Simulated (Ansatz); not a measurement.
`N[CH2][ZnH]` and `N[CH2][InH2]` differ in one atom or group.

Ansatz, PBE0-D4/def2-TZVP geometries, multiplicity 1. Each molecule was computed in one conformer, which needn't be the lowest.

Elements past krypton have def2 core potentials. Scalar relativity is left out up to krypton.

```csv
property,`N[CH2][ZnH]`
LUMO energy (PBE/def2-TZVPP) / eV,-1.18
zero-point energy (PBE0-D4/def2-TZVP) / kJ/mol,157.0
HOMO energy (PBE/def2-TZVPP) / eV,-5.03
HOMO energy (B3LYP/def2-TZVPP) / eV,-6.17
HOMO–LUMO gap (PBE0/def2-TZVPP) / eV,5.93
LUMO energy (PBE0/def2-TZVPP) / eV,-0.44
```

Problem. What does the change do to each property? (Estimate.)

Solution. Ansatz gave: 
| property | `N[CH2][InH2]` | shift |
| --- | --- | --- |
| LUMO energy (PBE/def2-TZVPP) / eV | -2.27 | -1.09 |
| zero-point energy (PBE0-D4/def2-TZVP) / kJ/mol | 170.6 | 13.6 |
| HOMO energy (PBE/def2-TZVPP) / eV | -5.17 | -0.14 |
| HOMO energy (B3LYP/def2-TZVPP) / eV | -6.32 | -0.15 |
| HOMO–LUMO gap (PBE0/def2-TZVPP) / eV | 5.00 | -0.93 |
| LUMO energy (PBE0/def2-TZVPP) / eV | -1.52 | -1.08 |

With PBE0 the HOMO falls by 0.16 eV and the LUMO falls by 1.08 eV, so the gap narrows by about 0.92 eV. PBE moves the HOMO by -0.14 eV and ωB97M-V by -0.14 eV. The zero-point energy changes by 13.6 kJ/mol with +3 modes.

B3LYP here is the variant with VWN-RPA as its local correlation; programs differ in this.
